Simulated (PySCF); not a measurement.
Cl3Si, SMILES Cl[Si](Cl)Cl (connectivity only; charge and spin as stated), charge +1, multiplicity 1.

Geometry optimised at PBE0-D3(BJ)/def2-SVP. The multiplicity is an assumed one; other spin states were not compared. The isomer is the one that the SMILES or the coordinates give; other isomers of the formula were not compared.

These are TDA-B3LYP/def2-SVPD in PySCF 2.14.0 values and carry that method's errors.

Vertical excitations; the highest root listed may be one member of a degenerate set. The molecule is in vacuum. State labels are in the subgroup C2v.

Computed excitation energies, oscillator strengths and character:
```csv
state,symmetry,energy (eV),λ (nm),f,main pairs
S1,A2,5.35,232,0.000,HOMO→LUMO 100 %
S2,B1,5.82,213,0.000,HOMO→LUMO+1 100 %
S3,A2,6.22,199,0.000,HOMO−3→LUMO (degenerate set)
S4,B2,6.22,199,0.000,HOMO−4→LUMO (degenerate set)
S5,A2,6.36,195,0.000,HOMO−1→LUMO+1 (degenerate set)
S6,B2,6.36,195,0.000,HOMO−2→LUMO+1 (degenerate set)
S7,B1,6.43,193,0.026,"HOMO−1→LUMO, HOMO−3→LUMO+1 (degenerate set)"
S8,A1,6.43,193,0.026,"HOMO−2→LUMO, HOMO−4→LUMO+1 (degenerate set)"
S9,B1,6.96,178,0.113,"HOMO−3→LUMO+1, HOMO−1→LUMO (degenerate set)"
S10,A1,6.96,178,0.113,"HOMO−4→LUMO+1, HOMO−2→LUMO (degenerate set)"
T1,A2,5.18,239,0,HOMO→LUMO 100 %
T2,B1,5.42,229,0,HOMO→LUMO+1 99 %
T3,B1,5.58,222,0,HOMO−1→LUMO (degenerate set)
T4,A1,5.58,222,0,HOMO−2→LUMO (degenerate set)
```
Triplets are in the Tamm–Dancoff approximation.
